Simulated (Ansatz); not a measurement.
`FB(S)Cl` + H₂ → `FBS` + HCl at 500 K and 1 bar (hydrogenolysis of a B–Cl bond).

Program: Ansatz. Geometries: PBE0-D4/def2-TZVP. ΔE: electronic, gas phase. CBS: MP2 limit from def2 TZ/QZ plus the TZ coupled-cluster correction, frozen cores. This one scheme is used for every species. One conformer a species, not always the lowest.

```json
{"species": "`FB(S)Cl`", "CCSD(T)/CBS energy (Eh)": "-982.86970", "H − E (kJ/mol)": "77.1", "S (J/(mol·K))": "338.8"}
{"species": "H₂", "CCSD(T)/CBS energy (Eh)": "-1.17544", "H − E (kJ/mol)": "41.0", "S (J/(mol·K))": "145.5"}
{"species": "`FBS`", "CCSD(T)/CBS energy (Eh)": "-523.64132", "H − E (kJ/mol)": "91.2", "S (J/(mol·K))": "300.8"}
{"species": "HCl", "CCSD(T)/CBS energy (Eh)": "-460.38127", "H − E (kJ/mol)": "32.5", "S (J/(mol·K))": "201.9"}
```

H − E and S are ideal-gas, rigid-rotor, harmonic terms from PBE0-D4/def2-TZVP, for one conformer and one mirror image of each species. The MP2-based limit puts H₂ 0.8 mEh under its directly extrapolated value; such offsets cancel only in part. 1 Eh = 2625.50 kJ/mol, R = 8.31446 J/(mol·K).

Question: By hand: ΔE, ΔH, ΔS and ΔG.

Answer: ΔE = (-523.64132) + (-460.38127) − (-982.86970) − (-1.17544) = 0.02255 Eh = 59.2 kJ/mol. Δ(H − E) = 91.2 + 32.5 − 77.1 − 41.0 = 5.6, so ΔH = 64.8 kJ/mol. ΔS = 300.8 + 201.9 − 338.8 − 145.5 = 18.4 J/(mol·K). ΔG = 64.8 − 500 × (18.4)/1000 = 55.6 kJ/mol.

Question: By hand: the equilibrium constant, and the temperature at which ΔG would vanish if ΔH and ΔS stayed fixed.

Answer: log₁₀ K = −ΔG/(RT ln 10) = -5.8. ΔG = 0 at ΔH/ΔS = 3522 K, far beyond where these terms or the molecules hold.

ΔH outweighs TΔS. A doubt of 5 kJ/mol in ΔE shifts log₁₀ K by 0.5 here. Other conformers and mirror images would add mixing entropy, several J/(mol·K) or more a flexible species. These are equilibria of isolated gas molecules and say nothing of rates. Largest T1 diagnostic: 0.014 (customary marks: 0.02 for closed shells, 0.045 for open ones).
